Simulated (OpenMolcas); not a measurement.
## Ru⁺: thermal populations, the spin-orbit constant, worked from levels

```yaml
Program: OpenMolcas
Basis: ANO-RCC-VQZP [8s7p5d3f2g1h]
Scalar_Hamiltonian: DKH2, point nucleus
Active_space: 7 electrons in 11 orbitals (4d 5s 5d)
State_averaging: 2S+1 = 4 even, 15 roots; 2S+1 = 6 even, 5 roots kept (CI in the orbitals of an earlier block); 2S+1 = 2 even, 28 roots kept (CI in the orbitals of an earlier block)
Spin-orbit_coupling: RASSI with atomic mean-field integrals over the reference wave functions, term energies averaged over their components
```

Methods: CASSCF; SS-CASPT2, IPEA 0.25 Eh, imaginary shift 0.1 Eh (closed shells correlated: 4s 4p). Measured levels: NIST Handbook of Basic Atomic Spectroscopic Data.

**Thermal populations.** Z = Σ (2J + 1) exp(-E/kT) with k = 0.695035 cm-1/K, over the levels below. No other level of either list lies under 10200 cm-1, which is above 7 kT at each temperature.

```csv
Level,2J + 1,SS-CASPT2,measured
4d⁷ ⁴F_9/2,10,0.0,0.0
4d⁷ ⁴F_7/2,8,1486,1523
4d⁷ ⁴F_5/2,6,2450,2494
4d⁷ ⁴F_3/2,4,3030,3104
4d⁷ ⁴P_5/2,6,8400,8257
4d⁶ 5s ⁶D_9/2,10,8550,9151
4d⁷ ⁴P_3/2,4,8580,8478
4d⁷ ⁴P_1/2,2,9400,9374
4d⁶ 5s ⁶D_7/2,8,9450,10150
```

| T (K) | Z, SS-CASPT2 | Z, measured levels | Ground level (%), SS-CASPT2 | Ground level (%), measured levels |
| --- | --- | --- | --- | --- |
| 1000 | 11.171 | 11.106 | 89.5 | 90.0 |
| 2000 | 14.284 | 14.147 | 70.0 | 70.7 |

At 2000 K, kT = 1390 cm-1, and the computed levels give Z = 10.000 + 2.747 + 1.030 + 0.452 + 0.014 + 0.021 + 0.008 + 0.002 + 0.009 = 14.284.

**The spin-orbit constant.** For the Hund term ⁴F of d7, E(J) = (A/2) J(J+1) + constant and ζ = -2S·A = -3A. From J = 3/2 to J = 9/2 the energy changes by 10.5 A.

| Source | E(9/2) - E(3/2) | A | ζ |
| --- | --- | --- | --- |
| CASSCF | -3058.0 | -291.2 | 874 |
| SS-CASPT2 | -3030.2 | -288.6 | 866 |
| measured | -3104.2 | -295.6 | 887 |

All in cm-1. SS-CASPT2 is off by -2.4 % and CASSCF by -1.5 %. Both methods take the spin-orbit matrix elements from the reference wave functions, so the second can move ζ only through the term energies and any multistate remixing. Second-order mixing with other terms is absorbed into this ζ.

CASPT2 does not keep the components of a term degenerate, so their means are used; among the terms shown or strongly mixed into the levels shown the widest spread is 360 cm-1 (4d⁷ ⁴F, SS-CASPT2). Terms from blocks run as CI alone lack orbitals of their own. Active for correlation alone: 5d; no level in the range computed is led by a configuration that fills it, so any true level of that kind is missing. Without dynamic correlation excited terms often stand tens of per cent too high (terms of higher spin than the ground term too low), and those without a measured partner can miss by more than the paired ones (holds for CASSCF). Computed and measured levels are paired by configuration, term and J; levels that our copy of the source lacks, or whose pairing is in doubt (as where it misses far off the trend of its configuration), stay unpaired and out of the deviations. Levels of configurations outside the active space are missing.
